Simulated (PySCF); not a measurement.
**Question.** Write Cartesian coordinates for `C[C@H]1C[Si@@H](OCC)O[SiH2]1` as optimised with PBE0-D3(BJ)/def2-SVP.

**Answer.** 
```xyz
23
C5H14O2Si2 angstrom
C      4.006    0.390    0.544
C      2.998   -0.243   -0.384
O      1.724    0.313   -0.144
Si     0.361    0.008   -1.030
C     -1.067    0.992   -0.304
C     -2.340    0.117   -0.350
C     -3.438    0.575    0.601
Si    -1.728   -1.672   -0.130
O     -0.195   -1.559   -0.809
H      3.727    0.213    1.593
H      5.010   -0.029    0.374
H      4.049    1.478    0.382
H      3.294   -0.080   -1.439
H      2.966   -1.337   -0.225
H      0.672    0.201   -2.476
H     -0.782    1.193    0.745
H     -1.223    1.977   -0.776
H     -2.735    0.145   -1.384
H     -3.097    0.540    1.649
H     -3.745    1.612    0.391
H     -4.338   -0.057    0.526
H     -2.546   -2.682   -0.862
H     -1.639   -2.072    1.309
```

Orientation and origin are arbitrary. Atoms count from 1 in this order. The 5-membered ring Si4–C5–C6–Si8–O9 has internal angles of 100.6° to 114.7°; it is puckered, 0.16 Å rms from its mean plane, widest ring torsion 32°. Si8 (oxygen-bound silicon) is distorted tetrahedral (angles from 100.6° to 113.8°). Si4 (oxygen-bound silicon) is distorted tetrahedral (angles from 100.8° to 117.7°). The O–Si distances run from 1.654 Å (O3–Si4, drawn single) to 1.681 Å (Si8–O9, drawn single), a spread of 0.027 Å.

Bonds between heavy atoms (Å): C1–C2 1.510, C2–O3 1.410, O3–Si4 1.654, Si4–C5 1.880, C5–C6 1.545, C6–C7 1.524, C6–Si8 1.903, Si8–O9 1.681, Si4–O9 1.677.

Computed, not measured: PBE0-D3(BJ)/def2-SVP geometry optimisation, gas phase (PySCF).

Point group: C1 (no symmetry element, even within 0.4 Å). No PBE0-D3(BJ)/def2-SVP frequencies stand behind this structure, so it isn't proved a minimum. The numbers are those of one conformer (C1–C2–O3–Si4 174°, C2–O3–Si4–C5 180°, O3–Si4–C5–C6 -141°, Si4–C5–C6–C7 161°, C5–C6–Si8–O9 -29°, C6–Si8–O9–Si4 15°).

The run took 3.2 min of wall time on one thread, Intel Xeon Platinum 8488C (x86_64), shared host with 96 logical CPUs at a one-minute load of 8.2, and the process peaked at 0.89 GiB of memory. These figures are those of the optimisation.
